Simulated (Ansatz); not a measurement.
The cluster W₂O₂⁺, relaxed as a doublet with UKS r2SCAN-D4/def2-TZVP in Ansatz, starting from the GFN1-xTB geometry. Force threshold 0.02 eV/Å.

In the def2 sets W takes a core potential; there is no spin–orbit coupling. The charge 1 doublet is spin-contaminated (final ⟨S²⟩ up to 1.15, 0.75 for a pure state). Another isomer (doublet) lies 0.36 eV lower at PBE0-D4/def2-TZVP; other spin states weren't run for this one.

Start:

Cartesian coordinates in Å:
```
W 1.269 -0.558 -1.073
W -0.577 -0.268 0.702
O 0.009 1.128 1.477
O -0.700 -0.301 -1.107
```

Question: Estimate the energy that the relaxation releases and the steps that it takes.

Answer: 0.64 eV, in 9 steps; 40 s on 4 threads of Arm Neoverse V2 on a shared host. No frequencies were taken in this run, so the end may be a saddle point.

Question: Does the start keep its bonding?

Answer: By distances, no bond broke or formed. The bond that changes most is W2–O4, from 1.81 to 2.01 Å (atoms count from 1).

Question: Predict the relaxed structure.

Answer: 
```
atom    x (Å)    y (Å)    z (Å)
  W1   1.0948  -0.5897  -0.9841
  W2  -0.3526  -0.4126   0.7948
  O3  -0.0790   1.1592   1.3637
  O4  -0.6632  -0.1570  -1.1745
```
Bond lengths (bridged metal pairs left out): 3 × O–W 1.69 to 2.01 Å.
